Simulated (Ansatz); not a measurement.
Reaction (hydrogenolysis of a C–O bond): `OC(F)(Cl)O[SiH3]` + H₂ → `FC(Cl)O[SiH3]` + H₂O

Gas-phase electronic energies from Ansatz, PBE0-D4/def2-TZVP geometries. CCSD(T)/CBS is the MP2 limit (def2-TZVPP, def2-QZVPP) plus CCSD(T) − MP2 in def2-TZVPP, frozen cores. This one scheme is used for every species. DFT in def2-TZVPP. One conformer a species, not always the lowest.

```csv
level,ΔE (kcal/mol)
CAM-B3LYP,-14.2
MP2/def2-SVP,-7.7
```

(1) What does CCSD(T)/CBS give? (An estimate is asked.)

Largest T1 diagnostic among the species: 0.012.

## Answers

(1) Ansatz gave: -15.1 kcal/mol. The listed levels differ from it by 0.9, 7.4 kcal/mol.

In def2-TZVPP, CCSD(T) changes the Hartree–Fock value by +2.4 kcal/mol (the triples alone add +1.0 kcal/mol) and MP2 by +2.3 kcal/mol. At CCSD(T), def2-SVP lies +7.1 kcal/mol from the extrapolated value and def2-TZVPP +1.1 kcal/mol. Leaving LDA and LC-ωPBE aside and taking each functional with its dispersion term where it has one, the values, not all of them listed here, spread over 3.2 kcal/mol, from B2PLYP to r2SCAN-D4. LDA lies +4.3 kcal/mol from PBE without D4.

CCSD(T)/CBS has its own doubt, a few kJ/mol and more with outer-core shells, so smaller differences from it don't rank the levels.
